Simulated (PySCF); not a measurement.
Stepwise substitution at one centre (Ga Cl-OH). Gas-phase values, no solvent. One relaxed conformer stands for each flexible species; it need not be the lowest. Strings in code marks are SMILES.

Level of theory: PBE-D3(BJ)/def2-TZVP // r2SCAN-D4/def2-TZVP (PySCF). Excitations are Tamm–Dancoff values on a coarser integration grid. The basis has no diffuse functions, so Rydberg states are missing or too high.

```tsv
species	HOMO–LUMO gap (eV)	HOMO (eV)	S1 oscillator strength	S1 excitation (TDA) (eV)
0 of 3 Cl replaced by OH (`[Cl][Ga]([Cl])[Cl]`)	?	-8.01	0.000	5.29
1 of 3 Cl replaced by OH (`[OH][Ga]([Cl])[Cl]` (H–O–Ga–Cl torsion 180°))	5.38	-7.89	0.001	?
2 of 3 Cl replaced by OH (`[OH][Ga]([OH])[Cl]` (H–O–Ga–Cl torsion 0°, Cl–Ga–O–H torsion 180°))	5.34	-7.51	0.000	?
3 of 3 Cl replaced by OH (`[Ga]([OH])([OH])[OH]`)	5.36	-7.21	0.000	?
```

Task: Fill in the missing entries.

Result: 
- 0 of 3 Cl replaced by OH (`[Cl][Ga]([Cl])[Cl]`), HOMO–LUMO gap (eV): 5.13
- 1 of 3 Cl replaced by OH (`[OH][Ga]([Cl])[Cl]` (H–O–Ga–Cl torsion 180°)), S1 excitation (TDA) (eV): 5.52
- 2 of 3 Cl replaced by OH (`[OH][Ga]([OH])[Cl]` (H–O–Ga–Cl torsion 0°, Cl–Ga–O–H torsion 180°)), S1 excitation (TDA) (eV): 5.47
- 3 of 3 Cl replaced by OH (`[Ga]([OH])([OH])[OH]`), S1 excitation (TDA) (eV): 5.49
